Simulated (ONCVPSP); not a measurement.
Reading a pseudo-wave (scandium (Sc))

Columns: radius, all-electron u(r) and pseudo u(r) of the 3s shell (level -55.05 eV) of scandium in the configuration [Ne] 3s2 3p6 3d1 4s1.75 4p0.25; LDA (Perdew-Wang 92), scalar-relativistic, ONCV scheme, ONCVPSP 4.0.1.

```tsv
r (bohr)	all-electron	pseudo
0.138	-0.2841	0.1457
0.276	-0.5200	0.3134
0.414	-0.0452	0.5074
0.552	0.4992	0.7085
0.690	0.8690	0.8816
0.828	1.0422	0.9929
0.966	1.0681	1.0249
1.104	1.0042	0.9830
1.242	0.8949	0.8888
1.380	0.7696	0.7688
1.518	0.6454	0.6454
1.656	0.5315	0.5315
1.794	0.4317	0.4316
1.932	0.3470	0.3469
2.070	0.2766	0.2765
2.208	0.2190	0.2190
2.346	0.1726	0.1726
2.484	0.1354	0.1354
2.622	0.1058	0.1058
2.760	0.0825	0.0825
2.898	0.0641	0.0641
3.036	0.0498	0.0498
3.174	0.0385	0.0385
3.312	0.0298	0.0298
3.450	0.0230	0.0230
3.588	0.0177	0.0177
```

(1) How many radial nodes do the two functions have?

(2) At about which radius was the pseudo-wave matched?

(3) Where does each function peak?

(4) Is the pseudo-wave norm-conserving?

Results:

(1) The all-electron 3s function has n − l − 1 = 2 (the table is too coarse to show those close to the nucleus); the pseudo-wave has 0, since the states of the same l below it are removed with the core.

(2) 1.56 bohr, where the columns begin to agree (steps of 0.14 bohr).

(3) Outermost all-electron maximum near 0.97 bohr, pseudo maximum near 0.97 bohr (to the table’s step).

(4) Yes: the ONCV scheme keeps the norm inside the radius equal to the all-electron one, which fixes the energy derivative of the logarithmic derivative at the level.
